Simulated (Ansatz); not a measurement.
Relaxation of CH11NSi2 (15 atoms, charge 0, multiplicity 1), to a largest force component of 0.02 eV/Å in at most 40 steps.

Method: Ansatz, RKS PBE-D4/6-31G.

```xyz
15
Properties=species:S:1:pos:R:3:forces:R:3
Si 0.514 -0.239 -2.939 0.47 -0.16 -0.21
N -0.800 0.706 -2.351 -1.29 0.35 0.57
H 0.715 0.203 -4.317 0.32 0.15 -0.94
H 1.641 0.084 -2.068 0.89 0.08 0.46
H 0.301 -1.697 -2.936 0.03 -1.01 -0.06
H -1.003 0.686 -1.364 0.04 0.30 0.64
H -1.661 0.712 -2.873 -0.46 0.31 -0.45
C 0.664 -0.070 3.115 0.05 0.00 0.03
Si -0.540 -0.047 1.653 0.41 0.00 0.60
H 0.967 -1.084 3.361 0.11 -0.55 0.07
H 0.214 0.363 4.003 -0.29 0.24 0.41
H 1.564 0.497 2.893 0.44 0.30 -0.18
H 0.065 -0.713 0.496 0.30 -0.39 -0.77
H -0.867 1.341 1.306 -0.25 0.81 -0.31
H -1.776 -0.745 2.022 -0.79 -0.43 0.13
```

Task: Where does it end, and by what steps?

Result: The forces met the threshold. The force dipped under the threshold on the way, but the program's further checks kept it going. Limits of this set-up: no polarisation functions. After 32 steps the energy has fallen by 0.377 eV; H7 moved furthest, 1.34 Å.

```json
{"step": "0", "energy less start (eV)": "0.0000", "largest force component (eV/Å)": "1.286", "accepted": "yes"}
{"step": "2", "energy less start (eV)": "-0.3189", "largest force component (eV/Å)": "0.719", "accepted": "yes"}
{"step": "4", "energy less start (eV)": "-0.3379", "largest force component (eV/Å)": "0.092", "accepted": "yes"}
{"step": "6", "energy less start (eV)": "-0.3442", "largest force component (eV/Å)": "0.082", "accepted": "yes"}
{"step": "8", "energy less start (eV)": "-0.3484", "largest force component (eV/Å)": "0.175", "accepted": "yes"}
{"step": "10", "energy less start (eV)": "-0.3515", "largest force component (eV/Å)": "0.212", "accepted": "yes"}
{"step": "12", "energy less start (eV)": "-0.3593", "largest force component (eV/Å)": "0.019", "accepted": "yes"}
{"step": "14", "energy less start (eV)": "-0.3619", "largest force component (eV/Å)": "0.103", "accepted": "yes"}
{"step": "16", "energy less start (eV)": "-0.3652", "largest force component (eV/Å)": "0.214", "accepted": "yes"}
{"step": "18", "energy less start (eV)": "-0.3700", "largest force component (eV/Å)": "0.078", "accepted": "yes"}
{"step": "20", "energy less start (eV)": "-0.3600", "largest force component (eV/Å)": "0.264", "accepted": "no"}
{"step": "22", "energy less start (eV)": "-0.3726", "largest force component (eV/Å)": "0.126", "accepted": "yes"}
{"step": "24", "energy less start (eV)": "-0.3741", "largest force component (eV/Å)": "0.117", "accepted": "yes"}
{"step": "26", "energy less start (eV)": "-0.3757", "largest force component (eV/Å)": "0.099", "accepted": "yes"}
{"step": "28", "energy less start (eV)": "-0.3765", "largest force component (eV/Å)": "0.019", "accepted": "yes"}
{"step": "30", "energy less start (eV)": "-0.3767", "largest force component (eV/Å)": "0.057", "accepted": "yes"}
{"step": "32", "energy less start (eV)": "-0.3769", "largest force component (eV/Å)": "0.007", "accepted": "yes"}
```

```xyz
15
Properties=species:S:1:pos:R:3
Si 0.350 -0.174 -2.875
N -0.987 0.532 -1.942
H 0.161 -0.178 -4.389
H 1.587 0.647 -2.578
H 0.557 -1.616 -2.453
H -0.992 1.506 -1.657
H -1.841 0.028 -1.731
C 0.388 -0.222 3.177
Si -0.070 0.021 1.324
H 0.249 -1.274 3.475
H -0.249 0.408 3.820
H 1.441 0.053 3.355
H 0.809 -0.846 0.449
H 0.117 1.472 0.929
H -1.521 -0.358 1.095
```

Run time: 88 s on 1 CPU thread of a shared host.
